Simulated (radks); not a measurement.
Dy, configuration [Xe] 4f9 5d1 6s1 6p1 (not the ground configuration). All-electron calculation, Dirac Kohn-Sham, BLYP, spin-unpolarised, spherical densities, finite nucleus; open shells are shared between the two j in proportion to 2j + 1; Fermi nuclear charge, rms radius 5.2218 fm. Program: a radial shooting solver on a logarithmic mesh with Libxc functionals.

Normalised radial functions P(r) = r R(r) (large component), r in bohr:

```
   r/bohr * 5d3/2, o 5d5/2 (the largest magnitude, 0.643, reaches the edge; | marks zero, & curves that meet)
 0.004409                             &
 0.006071                             &
 0.008361                             &
  0.01161                             &
  0.01598                             &
  0.02201                             &
  0.03031                             |&
  0.04174                             | &
  0.05749                             |  &
  0.07917                             |    &
    0.109                             |      &
   0.1501                             |      &
   0.2068                             |   &
   0.2847                         *o  |
   0.3921                   &         |
     0.54                   &         |
   0.7436                            o*
    1.024                             |           o*
     1.41                             |                      o*
    1.958                             |                         o*
    2.696                             |                      &
    3.713                             |               *o
    5.113                             |        *o
    7.041                             |   &
    9.697                             |&
    13.35                             &
    18.39                             &
```

5d3/2: eigenvalue -3.425 eV, 2 radial nodes at r = 0.245, 0.749 bohr, <r> = 2.65 bohr, 90 % of the charge inside 4.33 bohr. 5d5/2: eigenvalue -3.118 eV, 2 radial nodes at r = 0.249, 0.763 bohr, <r> = 2.75 bohr, 90 % of the charge inside 4.50 bohr.
